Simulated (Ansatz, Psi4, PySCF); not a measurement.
HOSi (SMILES O=[SiH]), doublet, geometry from GFN2-xTB. Base run: BLYP/6-31G** in PySCF.

Geometry (Å):
```xyz
3

O      0.9352    -0.4172    -0.0043
Si    -0.4113     0.2647     0.0083
H     -1.7230    -0.3686    -0.0822
```
Charge 0, spin multiplicity 2.
Orbitals are unrestricted.
All else is at PySCF's defaults.

The same geometry, method and basis name were run in Ansatz (an electronic-structure program) and Psi4 and PySCF, at each program's defaults and at the settings that a row names. The base is PySCF at its defaults. Differences at the defaults can come from grids, fitting, cores and function types together.

```tsv
code and settings	ΔE vs base (µEh)	basis functions	E (Eh)	SCF cycles	dipole (D)
PySCF, defaults (exact integrals, its default grid, spherical functions)	0.0	37	-365.23238	11	2.71
Psi4, defaults (density fitting with its default set, its default grid, Cartesian functions)	-4196	39	-365.23658	10	2.72
Ansatz, defaults (factorised integrals, its default grid, Cartesian functions)	-4180	39	-365.23656	-	-
PySCF, density fitting with def2-universal-jkfit	-42.5	37	-365.23242	11	2.71
PySCF, fine grid	0.9	37	-365.23238	11	2.71
Psi4, exact integrals, spherical functions, fine grid	0.7	37	-365.23238	13	2.71
Ansatz, high accuracy, Cartesian functions as the basis file defines them	-4179	39	-365.23656	-	-
```

Open shells are given as the SCF converged; they aren't shown to be the lowest states, and a large step between rows can be another state.
